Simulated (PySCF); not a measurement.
Isomers of C8H7Cl, mass 138.024 u with the commonest isotopes. The calculation used PBE0-D3(BJ)/def2-SVP geometry optimisation, gas phase (PySCF 2.14.0). One conformer each, none proved a minimum here; rigid rotors.

Problem. Order these by radius of gyration √(Σ m r²/M), smallest first.
A. `[Cl:1]/[CH:2]=[CH:3]/[c:4]1[cH:5][cH:6][cH:7][cH:8][cH:9]1` with C2–C3–C4–C5 0°
B. `Clc1cccc2c1CC2`
C. `[CH2:1]=[CH:2][c:3]1[cH:4][cH:5][cH:6][c:7]([Cl:8])[cH:9]1` with C1–C2–C3–C4 180°

Solution. B (2.122 Å), C (2.323 Å), A (2.660 Å).

Problem. Order these by rotational constant B, smallest first.
A. `[CH2:1]=[CH:2][c:3]1[cH:4][cH:5][cH:6][c:7]([Cl:8])[cH:9]1` with C1–C2–C3–C4 180°
B. `c1(Cl)c2CCc2ccc1`
C. `[Cl:1]/[CH:2]=[CH:3]/[c:4]1[cH:5][cH:6][cH:7][cH:8][cH:9]1` with C2–C3–C4–C5 0°

Solution. C (575.2 MHz), A (959.6 MHz), B (1286 MHz).

Problem. Order these by rotational constant A, largest first.
A. `[Cl:1]/[CH:2]=[CH:3]/[c:4]1[cH:5][cH:6][cH:7][cH:8][cH:9]1` with C2–C3–C4–C5 0°
B. `[CH2:1]=[CH:2][c:3]1[cH:4][cH:5][cH:6][c:7]([Cl:8])[cH:9]1` with C1–C2–C3–C4 180°
C. `Clc1cccc2c1CC2`

Solution. A (5165 MHz), B (2318 MHz), C (2181 MHz).

| SMILES | point group | Ia (u·Å²) | Ib (u·Å²) | Ic (u·Å²) | κ | μa (D) | μb (D) | μc (D) |
| --- | --- | --- | --- | --- | --- | --- | --- | --- |
| Clc1cccc2c1CC2 | Cs | 231.71 | 392.93 | 618.20 | -0.31 | 1.68 | 0.02 | 0.00 |
| Cl/C=C/c1ccccc1 | Cs | 97.85 | 878.65 | 976.50 | -0.98 | 1.52 | 0.28 | 0.00 |
| C=Cc1cccc(Cl)c1 | Cs | 218.00 | 526.63 | 744.63 | -0.66 | 1.30 | 0.86 | 0.00 |
